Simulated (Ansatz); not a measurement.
Start from `[Cl][SnH2][Br]` and change one atom or group to get `[Cl][SnH2][SeH]`.

Ansatz, PBE0-D4/def2-TZVP geometries, multiplicity 1. Each molecule was computed in one conformer, which needn't be the lowest.

Elements past krypton have def2 core potentials. Scalar relativity is left out up to krypton.

| property | `[Cl][SnH2][Br]` |
| --- | --- |
| size of the dipole moment (ωB97M-V/def2-TZVPP) / D | 2.47 |
| HOMO–LUMO gap (PBE/def2-TZVPP) / eV | 4.80 |
| HOMO energy (B3LYP/def2-TZVPP) / eV | -8.28 |
| size of the dipole moment (B3LYP/def2-TZVPP) / D | 2.40 |
| HOMO energy (PBE0/def2-TZVPP) / eV | -8.55 |
| size of the dipole moment (PBE/def2-TZVPP) / D | 2.29 |

Question: Give the same properties after the change, and the shifts. (Estimate.)

Answer: Ansatz gave: 
```tsv
property	`[Cl][SnH2][SeH]`	shift
size of the dipole moment (ωB97M-V/def2-TZVPP) / D	2.15	-0.32
HOMO–LUMO gap (PBE/def2-TZVPP) / eV	4.05	-0.75
HOMO energy (B3LYP/def2-TZVPP) / eV	-7.16	1.12
size of the dipole moment (B3LYP/def2-TZVPP) / D	2.11	-0.29
HOMO energy (PBE0/def2-TZVPP) / eV	-7.41	1.14
size of the dipole moment (PBE/def2-TZVPP) / D	2.03	-0.26
```

With PBE0 the HOMO rises by 1.14 eV and the LUMO rises by 0.23 eV, so the gap narrows by about 0.91 eV. PBE moves the HOMO by 1.01 eV and ωB97M-V by 1.19 eV. The zero-point energy changes by 18.7 kJ/mol with +3 modes. Dipoles are sizes alone; their direction can turn.

B3LYP here is the variant with VWN-RPA as its local correlation; programs differ in this.

Spin–orbit coupling is left out; it splits and shifts lone-pair levels of the heavy atoms by tenths of an eV.
